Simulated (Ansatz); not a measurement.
`FB(Cl)Br` + H₂O → `OB(F)Br` + HCl at 298.15 K and 1 bar (formal hydrolysis of a B–Cl bond).

Calculated with Ansatz (gas phase, PBE0-D4/def2-TZVP geometries, no zero-point term in ΔE). CCSD(T)/CBS adds triple-zeta CCSD(T) − MP2 to the extrapolated MP2 energy (def2 sets, frozen cores). This one scheme is used for every species. For Br outer-core shells are correlated without core-valence functions, which leaves a few kJ/mol of doubt a bond. Scalar relativity is left out up to krypton. Each species was taken in one conformer, which may not be the lowest.

```
   species  CCSD(T)/CBS energy (Eh)  H − E (kJ/mol)  S (J/(mol·K))
`FB(Cl)Br`              -3157.81685            36.6          304.7
       H₂O                -76.37941            66.4          188.7
 `OB(F)Br`              -2773.83630            73.3          295.9
       HCl               -460.38127            26.6          186.8
```

H − E and S are ideal-gas, rigid-rotor, harmonic terms from PBE0-D4/def2-TZVP, for one conformer and one mirror image of each species. 1 Eh = 2625.50 kJ/mol, R = 8.31446 J/(mol·K).

By hand: ΔE, ΔH, ΔS and ΔG.

ΔE = (-2773.83630) + (-460.38127) − (-3157.81685) − (-76.37941) = -0.02131 Eh = -55.9 kJ/mol. Δ(H − E) = 73.3 + 26.6 − 36.6 − 66.4 = -3.1, so ΔH = -59.0 kJ/mol. ΔS = 295.9 + 186.8 − 304.7 − 188.7 = -10.7 J/(mol·K). ΔG = -59.0 − 298.15 × (-10.7)/1000 = -55.8 kJ/mol.

By hand: the equilibrium constant, and the temperature at which ΔG would vanish if ΔH and ΔS stayed fixed.

log₁₀ K = −ΔG/(RT ln 10) = 9.8. ΔG = 0 at ΔH/ΔS = 5514 K, far beyond where these terms or the molecules hold.

The number of gas molecules stays the same, so ΔS is small and ΔH decides. A doubt of 5 kJ/mol in ΔE shifts log₁₀ K by 0.9 here. Other conformers and mirror images would add mixing entropy, several J/(mol·K) or more a flexible species. These are equilibria of isolated gas molecules and say nothing of rates. Largest T1 diagnostic: 0.010 (customary marks: 0.02 for closed shells, 0.045 for open ones).
